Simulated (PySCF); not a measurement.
A set of runs on `CC(C)[As](C)C` (AsMe2(iPr)); the geometry of each is named by its level. Settings lines and outputs come from a driver script.

Species: AsMe2(iPr), C5H13As.
Bonds: As1–C2, As1–C6, As1–C10, C10–C11, C10–C12. Hydrogens: H3, H4, H5 on C2; H7, H8, H9 on C6; H13 on C10; H14, H15, H16 on C11; H17, H18, H19 on C12.

Step 1: PBE0-D3(BJ)/def2-SVP geometry optimisation, gas phase (PySCF 2.14.0) (from the GFN2-xTB geometry)
```json
{"job": {"xc": "PBE0", "basis": "def2-SVP", "d3": "d3bj", "grid": 1, "maxiter": 40, "shake": 0.03, "kind": "geom"}, "charge": 0, "multiplicity": 1}
```
```
step   0  E = -2433.29866524  max force = 0.049856
step   1  E = -2433.31565869  max force = 0.006280
step   2  E = -2433.31623396  max force = 0.002638
step   3  E = -2433.31632766  max force = 0.000680
step   4  E = -2433.31634146  max force = 0.000327
optimisation converged
```

Final energy -2433.31634 Eh after 4 steps; dipole 1.09 D. Energies in Eh; «max force» is the largest Cartesian gradient component in Eh/bohr.

Time: 3.0 min wall; peak memory 0.68 GiB. Hardware: one thread of an Intel Xeon at 2.50 GHz (shared host).

Step 2: TDDFT CAM-B3LYP/def2-SVPD, vertical, gas phase, core orbitals frozen in the response (PySCF 2.14.0, density-fitted response routines) (on the PBE0-D3(BJ)/def2-SVP geometry)
```json
{"job": {"kind": "uv", "xc": "CAM-B3LYP", "basis": "def2-SVPD", "ip": false, "nstates": 10}, "charge": 0, "multiplicity": 1}
```
```
...
Static polarisability (au): isotropic 95.695, principal 82.473 98.475 106.136
Singlet excitations
state   eV       nm        f      main configurations
  1   6.3413    195.5   0.09849   H->L+1 0.89
  2   6.3784    194.4   0.13071   H->L+2 0.55, H->L 0.32
  3   6.5653    188.8   0.02294   H->L 0.60, H->L+2 0.25
  4   7.1680    173.0   0.27720   H->L+3 0.80, H->L+6 0.14
  5   7.5059    165.2   0.01586   H->L+4 0.59, H->L+6 0.15, H->L+2 0.09
  6   7.6246    162.6   0.00781   H->L+6 0.62, H->L+4 0.11, H->L+3 0.10
  7   7.7820    159.3   0.00145   H->L+5 0.45, H->L+7 0.34, H->L+1 0.09
  8   7.9714    155.5   0.07462   H-1->L+1 0.74, H->L+5 0.14
  9   8.0266    154.5   0.00062   H-1->L+2 0.48, H-1->L 0.24
 10   8.1255    152.6   0.02573   H-1->L 0.63, H-1->L+2 0.26
Triplet excitations (Tamm-Dancoff, eV): 5.3000 5.3992 6.3426 6.8405
```

HOMO -7.69 eV, LUMO 1.37 eV; lowest singlet 6.34 eV; lowest triplet 5.30 eV (Tamm–Dancoff); mean polarisability 95.7 au.

Time: 2.9 min (with the writing of density and orbital grids); peak memory 1.3 GiB. Hardware: an Intel Xeon at 2.50 GHz with one thread, shared host with 64 logical CPUs at a one-minute load of 57.

Step 3: delta-SCF UKS SCAN, pcX-2 on the ionised atom, pcseg-1 elsewhere, spin-free X2C (PySCF 2.14.0) (on the PBE0-D3(BJ)/def2-SVP geometry)
```json
{"job": {"kind": "xps", "metal_2p": true}, "charge": 0, "multiplicity": 1}
```
```
...
ground state, core basis on atom 1 (C), 193 functions
  E(ground) = -2453.63227934 Eh
hole in C 1s of atom 1
  E(ion) = -2442.97271558 Eh   <S^2> = 0.7711   hole on atom = 1.000   binding energy = 290.062 eV
ground state, core basis on atom 9 (C), 193 functions
  E(ground) = -2453.63324311 Eh
hole in C 1s of atom 9
  E(ion) = -2442.97315661 Eh   <S^2> = 0.7733   hole on atom = 1.000   binding energy = 290.076 eV
ground state, core basis on atom 10 (C), 193 functions
  E(ground) = -2453.63129406 Eh
hole in C 1s of atom 10
  E(ion) = -2442.95880111 Eh   <S^2> = 0.7684   hole on atom = 1.000   binding energy = 290.413 eV
```

C1s of C2 290.06 eV; C1s of C10 290.08 eV; C1s of C11 290.41 eV; one atom stands for each set of equivalent ones. SCF cycles are left out; they run on a coarse grid, and E(ground) and E(ion) are re-evaluated on a finer one. The log counts atoms from 0, this text from 1.

Time: 89 s wall; peak memory 0.76 GiB. Hardware: one thread, Intel Xeon at 2.50 GHz (x86_64), no GPU, shared host with 64 logical CPUs at a one-minute load of 51.

Geometry of the electronic-property runs (PBE0-D3(BJ)/def2-SVP):
```
atom  x, y, z in Å
As1    0.4726    0.7582    0.8742
C2     2.1313    0.7710   -0.1839
H3     1.9261    0.6408   -1.2578
H4     2.8037   -0.0290    0.1567
H5     2.6422    1.7330   -0.0318
C6    -0.3999    2.2406   -0.0792
H7    -1.4260    2.3771    0.2907
H8    -0.4289    2.0643   -1.1659
H9     0.1565    3.1690    0.1169
C10   -0.4348   -0.7345   -0.0808
C11   -1.9053   -0.7910    0.3077
C12    0.2731   -2.0505    0.2084
H13   -0.3513   -0.5060   -1.1587
H14   -2.4371    0.1427    0.0692
H15   -2.0240   -0.9774    1.3880
H16   -2.4211   -1.6078   -0.2249
H17   -0.2052   -2.8814   -0.3372
H18    1.3326   -2.0296   -0.0895
H19    0.2329   -2.2960    1.2826
```

One conformer stands for the species.
